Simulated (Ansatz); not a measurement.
**Ligand exchange: GaH3 + SnH(NH2)3 → GaH2(NH2) + SnH2(NH2)2**

Gas-phase species: GaH3 `[GaH3]`, singlet; SnH(NH2)3, singlet; GaH2(NH2), singlet; SnH2(NH2)2, singlet. The partners trade H for NH2: Ga–H and Sn–NH2 bonds give way to Ga–NH2 and Sn–H.

Shapes, held fixed at every level: PBE0-D4/def2-TZVP. Flexible molecules stand in one conformer, not always the lowest. Programs: Ansatz 0.2.0. Electronic energies: no zero-point or thermal term.

```tsv
level	kind	ΔE (kJ/mol)	less CCSD(T)/def2-TZVPP
HF/def2-TZVPP	Hartree–Fock	-49.0	+3.2
r2SCAN-D4/def2-TZVPP	meta-GGA	-54.4	-2.2
B3LYP-D4/def2-TZVPP	global hybrid	-51.8	+0.4
wB97X-V/def2-TZVPP	range-separated hybrid	-50.3	+1.9
MP2/def2-TZVPP	perturbation theory	-52.2	0.0
CCSD/def2-TZVPP	coupled cluster or CI	-52.4	-0.2
CCSD(T)/def2-TZVPP	coupled cluster or CI	-52.2	0.0
```

The highest level, CCSD(T)/def2-TZVPP, gives ΔE = -52.2 kJ/mol; the levels span -54.4 to -49.0. The column of differences is taken from that level and isn't an error. No measured value is set beside it here. For atoms past krypton def2 sets carry core potentials with scalar relativity. Relativity is left out for Ga. Outer-core shells of Ga, Sn are correlated, in sets that cover them unevenly.
